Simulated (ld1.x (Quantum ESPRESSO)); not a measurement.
## Ranking TM potentials for potassium (K)

All share these settings but for the change named:

potassium (K), norm-conserving Troullier–Martins (Kleinman–Bylander form), made with ld1.x (Quantum ESPRESSO) 7.5 (PBE, scalar-relativistic). Core [Ar], reference 4s1 4p0. Waves: 4s (bound): rc 3.90 bohr; 4p (bound, empty): rc 4.10 bohr; 3d channel at -0.1 Ry: rc 3.35 bohr. Local part: all-electron potential smoothed inside 3.65 bohr (lloc = -1). Core correction: a·sin(br)/r model core, default radius (core density twice the valence density).

Test errors are all-electron minus pseudo excitation energies from the reference, over 4s0.5 4p0; 4s0 4p1. None of these files shows a bound ghost.

The base gives 6.6 meV.

Of 10 variants that were run, those that failed, showed a ghost or another fault, or gave nearly equal values are left out.

A variant can come out equal or close to the base, since the largest error may sit in a test that the change hardly touches while other tests move.

(1) Rank these variants by their largest absolute test error, smallest first.
A. core correction a·sin(br)/r model core inside 2.72 bohr
B. core correction a·sin(br)/r model core inside 3.40 bohr
C. core correction none
D. core correction a·sin(br)/r model core inside 2.00 bohr
E. core correction a·sin(br)/r model core inside 2.96 bohr

Results:

(1) A (0.7 meV), D (5.9 meV), E (6.6 meV), B (20.0 meV), C (66.8 meV).
